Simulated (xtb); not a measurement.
xtb input (GFN1-xTB):

```bash
xtb mol.xyz --gfn 1 --sp --chrg -1 --uhf 0
```
mol.xyz:
```
5

Si     0.15121277    -0.02467703    -0.05814387
F     -0.16582377    -0.53705544     1.45420813
F     -0.37641387     1.51248618     0.03668097
F     -1.08574441    -0.70975366    -0.86490240
O      1.56685746    -0.25570191    -0.60248326
```

End of the output:

```
         :::::::::::::::::::::::::::::::::::::::::::::::::::::
         ::                     SUMMARY                     ::
         :::::::::::::::::::::::::::::::::::::::::::::::::::::
         :: total energy             -22.517416861656 Eh    ::
         :: gradient norm              0.004908323635 Eh/a0 ::
         :: HOMO-LUMO gap             10.909007491435 eV    ::
         ::.................................................::
         :: SCC energy               -22.577681863867 Eh    ::
         :: -> electrostatic           0.230286670484 Eh    ::
         :: repulsion energy           0.061246829821 Eh    ::
         :: dispersion energy         -0.000981827609 Eh    ::
         :: halogen bond corr.         0.000000000000 Eh    ::
         :: add. restraining           0.000000000000 Eh    ::
         :: total charge              -1.000000000000 e     ::
         :::::::::::::::::::::::::::::::::::::::::::::::::::::

           -------------------------------------------------
          |                Property Printout                |
           -------------------------------------------------

    * Orbital Energies and Occupations

         #    Occupation            Energy/Eh            Energy/eV
      -------------------------------------------------------------
         1        2.0000           -0.6025621             -16.3965
       ...           ...                  ...                  ...
         4        2.0000           -0.4840997             -13.1730
         5        2.0000           -0.3515225              -9.5654
         6        2.0000           -0.3315118              -9.0209
         7        2.0000           -0.3315118              -9.0209
         8        2.0000           -0.3309341              -9.0052
         9        2.0000           -0.3189213              -8.6783
        10        2.0000           -0.3189213              -8.6783
        11        2.0000           -0.2951725              -8.0321
        12        2.0000           -0.2951725              -8.0321
        13        2.0000           -0.2950211              -8.0279
        14        2.0000           -0.2658934              -7.2353
        15        2.0000           -0.2601892              -7.0801
        16        2.0000           -0.2601892              -7.0801 (HOMO)
        17                          0.1407094               3.8289 (LUMO)
        18                          0.1767044               4.8084
        19                          0.1767044               4.8084
Note: The following floating-point exceptions are signalling: IEEE_DENORMAL
normal termination of xtb
        20                          0.2949960               8.0273
        21                          0.4710345              12.8175
        22                          0.4710345              12.8175
        23                          0.9772554              26.5925
        24                          0.9772554              26.5925
        25                          1.5477249              42.1157
      -------------------------------------------------------------
                  HL-Gap            0.4008986 Eh           10.9090 eV
             Fermi-level           -0.0597399 Eh           -1.6256 eV

  Mulliken/CM5 charges         n(s)   n(p)   n(d)
     1Si    0.55368  0.49216   0.734  1.417  1.295
     2F    -0.31982 -0.29812   1.778  5.542  0.000
     3F    -0.31982 -0.29812   1.778  5.542  0.000
     4F    -0.31982 -0.29812   1.778  5.542  0.000
     5O    -0.59421 -0.59780   1.684  4.910  0.000

Wiberg/Mayer (AO) data.
largest (>0.10) Wiberg bond orders for each atom

 ---------------------------------------------------------------------------
     #   Z sym  total        # sym  WBO       # sym  WBO       # sym  WBO
 ---------------------------------------------------------------------------
     1  14 Si   5.303 --     5 O    2.046     3 F    1.086     2 F    1.086
                             4 F    1.086
     2   9 F    1.165 --     1 Si   1.086
     3   9 F    1.165 --     1 Si   1.086
     4   9 F    1.165 --     1 Si   1.086
     5   8 O    2.152 --     1 Si   2.046
 ---------------------------------------------------------------------------

Topologies differ in total number of bonds
Writing topology from bond orders to xtbtopo.mol

 dipole moment from electron density (au)
     X       Y       Z
  -1.1690   0.1908   0.4495  total (Debye):    3.220

           -------------------------------------------------
          | TOTAL ENERGY              -22.517416861656 Eh   |
          | GRADIENT NORM               0.004908323635 Eh/α |
          | HOMO-LUMO GAP              10.909007491435 eV   |
           -------------------------------------------------

------------------------------------------------------------------------
------------------------------------------------------------------------
 total:
 SCF:
```

It need not be the lowest isomer of its formula. Whether it binds its extra electron was not tested at this geometry.
